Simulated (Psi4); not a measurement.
Pair of molecules: HF (SMILES F) (first 2 atoms) with Cl2 (SMILES ClCl); geometry from B3LYP-D3(BJ)/def2-TZVP.
(charge 0, multiplicity 1):
```csv
atom,x (Å),y (Å),z (Å)
F,0.4549,0.3837,0.1123
H,0.3388,-0.0612,0.9201
Cl,-0.3656,0.4903,4.0170
Cl,0.0459,-1.1642,2.9462
```

Computed with SAPT0/jun-cc-pV(D+d)Z run with Psi4.

Task: Give the four SAPT terms and the total, and say what mostly holds the pair together.

Result: electrostatics -1.71, exchange 3.85, induction -1.85, dispersion -1.02, total -0.72 kcal/mol; the largest attraction is induction.
